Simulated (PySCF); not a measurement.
# Calcium: a sound run and one with changed settings

Sound run: Ca²⁺ [Ar], Ca³⁺ [Ne] 3s2 3p5. All numbers are calculated (PySCF 2.14, the non-relativistic Hamiltonian (point nucleus), in pcseg-2 (6s4p3d, 33 functions)). The sound run starts from symmetry-adapted Hartree-Fock orbitals and uses a fine grid where one is needed.

A second run was set up differently.

| species | method | sound run (hartree) | changed run (hartree) | converged |
| --- | --- | --- | --- | --- |
| Ca²⁺ | UHF | -676.13987 | -676.13985 | no |
| Ca²⁺ | M06-2X | -676.90893 | -676.90877 | no |
| Ca²⁺ | M06-L | -676.90066 | -676.89991 | no |
| Ca³⁺ | UHF | -674.31359 | -674.31269 | no |
| Ca³⁺ | M06-2X | -675.03395 | -675.03255 | no |
| Ca³⁺ | M06-L | -675.02426 | -675.02097 | no |

(1) What was changed?
A. minimal basis
B. angular grid far too coarse
C. a valence shell is frozen
D. too few SCF iterations

Results:

(1) D. It used initial guess minao, at most 2 SCF cycles. The SCF was stopped early; the energies are upper bounds that still move, and correlated levels were skipped or rest on poor orbitals.
